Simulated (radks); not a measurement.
S III, 14 electrons, occupied as [Ne] 3s2 3p2. Method: Dirac Kohn-Sham, PBEsol, spin-unpolarised, spherical densities, finite nucleus; open shells fill j = l - 1/2 first; Fermi nuclear charge, rms radius 3.2611 fm; computed with a radial shooting solver on a logarithmic mesh with Libxc functionals. Some entries of the table are withheld. Estimate them.

orbital,occ.,eigenvalue (hartree),<r^2> (bohr^2)
1s1/2,2,-89.22303,0.01266
2s1/2,2,-8.70451,0.2731
2p1/2,2,-6.71982,0.2427
2p3/2,4,-6.67336,0.2450
3s1/2,2,(1),2.859
3p1/2,2,(2),(3)
3p3/2,0,(4),(5)

Answer. 
(1) 3s1/2 eigenvalue (hartree): -1.44397
(2) 3p1/2 eigenvalue (hartree): -1.02857
(3) 3p1/2 <r^2> (bohr^2): 3.613
(4) 3p3/2 eigenvalue (hartree): -1.02431
(5) 3p3/2 <r^2> (bohr^2): 3.636
